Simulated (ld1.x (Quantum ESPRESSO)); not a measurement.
## iridium, TM: configuration errors across variants

ld1.x (Quantum ESPRESSO) 7.5 input, shortened:

```
&input
   title='Ir', zed=77., rel=1, dft='PBE', iswitch=3,
   config='[Xe] 4f14 5d7 6s2 6p0'
 /
 &inputp
   pseudotype=2, tm=.true., lloc=0,
   nlcc=.false.
 /
4
5P  2  1   6.00   0.00  1.90  1.90  0.0
5D  3  2   7.00   0.00  2.25  2.25  0.0
4F  4  3  14.00   0.00  1.00  1.00  0.0
5S  1  0   2.00   0.00  1.25  1.25  0.0
 &test
   configts(1)='4f14 5s2 5p6 5d7 6s2 6p0'
 /
```

Occupied shells without a wave of their own: 6s. They enter only through the test configuration that unscreens the potential.

All-electron excitation energies from the reference (eV): (1) 4f14 5s2 5p6 5d7 6s1 6p0 9.879; (2) 4f14 5s2 5p6 5d7 6s0 6p0 27.348; (3) 4f14 5s2 5p6 5d6 6s0 6p0 57.889; (4) 4f14 5s2 5p6 5d7 6s0 6p1 16.350; (5) 4f13 5s2 5p6 5d8 6s2 6p0 59.812; (6) 4f14 5s2 5p6 5d8 6s0 6p0 8.633; (7) 4f14 5s2 5p6 5d7 6s1.5 6p0 4.035.

For the base: The 6s level has no wave, so the channel is fitted at the deeper level alone: the likely source of the large errors.

2 further variants failed, have other tests or too few solved ones, and are left out.

The file “base” misses its own reference levels by 0.5 eV. The file “all radii scaled by about 1.10 (s 1.38, p 2.10, d 2.48, f 1.10 bohr)” misses its own reference levels by 1.1 eV. The file “all radii scaled by about 1.19 (s 1.48, p 2.26, d 2.68, f 1.20 bohr)” misses its own reference levels by 1.6 eV.

Errors AE − PS in meV (a dash: test not solved or not reliable):

```csv
change,(1),(2),(3),(4),(5),(6),(7),bound ghosts
base,-607,-1470,-1955,-1147,-257,-1063,-273,none
"all radii scaled by about 0.78 (s 0.98, p 1.48, d 1.76, f 0.78 bohr)",-143,-347,-461,-244,-808,-252,-64,not determined
"all radii scaled by about 0.83 (s 1.04, p 1.58, d 1.86, f 0.84 bohr)",-153,-372,-495,-250,-675,-270,-69,not determined
"all radii scaled by about 1.10 (s 1.38, p 2.10, d 2.48, f 1.10 bohr)",-1363,-3300,-4359,-2733,+34,-2408,-615,none
"all radii scaled by about 1.19 (s 1.48, p 2.26, d 2.68, f 1.20 bohr)",-1990,-4818,-6321,-4085,+243,-3542,-899,none
```

Give the same row for: all radii scaled by about 0.94 (s 1.18, p 1.78, d 2.12, f 0.94 bohr).

-327, -794, -1057, -577, -458, -573, -147; bound ghosts: none.
